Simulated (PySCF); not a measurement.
LaH3: fields on a plane

Computed with PBE0/[La def2-TZVP with ECP46, H def2-TZVP], scalar-relativistic core potentials, density fitting, no spin–orbit coupling, PySCF.

The singlet minimum has La–H 2.116 Å (×3); H–La–H 110.8° (×3).

The plane holds La1 at (0.00, 0.00), H2 at (2.12, 0.00), H3 at (-0.75, 1.98) Å. Columns run from x = -2.85 to 4.35 Å, rows from y = 4.35 (top) to -1.95 Å, in steps of 0.3 Å. Other isomers or separated fragments may lie lower. Core electrons replaced by a potential are absent, the electrostatic potential uses the reduced nuclear charge, and values within about 0.7 Å of such atoms have no physical meaning.

**Question.** Give the electron density (e/Å³) (cut at 5 e/Å³). Every second row and column.

**Answer.** 
```
0.00 0.00 0.00 0.00 0.00 0.00 0.00 0.00 0.00 0.00 0.00 0.00 0.00
0.00 0.00 0.00 0.00 0.00 0.00 0.00 0.00 0.00 0.00 0.00 0.00 0.00
0.00 0.00 0.01 0.03 0.03 0.02 0.00 0.00 0.00 0.00 0.00 0.00 0.00
0.00 0.01 0.05 0.22 0.23 0.07 0.01 0.00 0.00 0.00 0.00 0.00 0.00
0.00 0.02 0.11 0.88 0.96 0.15 0.03 0.01 0.01 0.00 0.00 0.00 0.00
0.00 0.01 0.08 0.35 0.49 0.25 0.06 0.03 0.03 0.02 0.01 0.00 0.00
0.00 0.01 0.04 0.28 1.23 1.65 0.58 0.16 0.21 0.11 0.03 0.00 0.00
0.00 0.01 0.05 0.74 0.96 0.02 1.62 0.46 1.29 0.44 0.06 0.01 0.00
0.00 0.01 0.04 0.50 1.79 0.98 1.27 0.32 0.54 0.25 0.04 0.01 0.00
0.00 0.00 0.02 0.09 0.42 0.74 0.26 0.08 0.08 0.05 0.01 0.00 0.00
0.00 0.00 0.01 0.02 0.04 0.05 0.03 0.01 0.01 0.01 0.00 0.00 0.00
```

**Question.** Give the electron localisation function (set to 0 where the density is under 0.005 e/Å³). Lower edges of the bins: '0' 0.000, '1' 0.100, '2' 0.200, '3' 0.300, '4' 0.400, '5' 0.500, '6' 0.600, '7' 0.700, '8' 0.800, '9' 0.900; top 1.00.

**Answer.** 
```
0000000000000000000000000
0000000000000000000000000
0000000000000000000000000
0000899999800000000000000
0008999999990000000000000
0089999999997000000000000
0099999999997100000000000
0799999999995000000000000
0799999999971000000000000
0589999999620000478700000
0268999874210003899980000
0013343345552017999998000
0000012578886239999999000
0000026884488449999999800
0000168950048559999999900
0000279950048559999999900
0000148884588449999999800
0000014688997228999999000
0000000258886116999998000
0000000014662003899980000
0000000001110001478700000
0000000000000000100000000
```
